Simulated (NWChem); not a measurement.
Species: CH3Si cation, singlet

```xyz
5

C      0.0000     0.0000     1.0565
Si     0.0000     0.0000    -0.7668
H      0.7371     0.7371     1.4654
H      0.2698    -1.0069     1.4654
H     -1.0069     0.2698     1.4654
```
Atoms are numbered in this order, from 1.

Program: NWChem. Low-valent species are run as closed-shell singlets; no triplet was tried in these runs. All runs use the structure optimised with PBE-D3(BJ)/def2-SVP. B3LYP is NWChem's, with the RPA form of VWN correlation.

For level B3LYP/def2-TZVP:

* **orbital gap (eV)**: 4.68

### Question
How do the values read with level PBE0/def2-TZVP instead?

### Answer
| Property | Value |
|---|---|
| orbital gap (eV) | 5.10 |
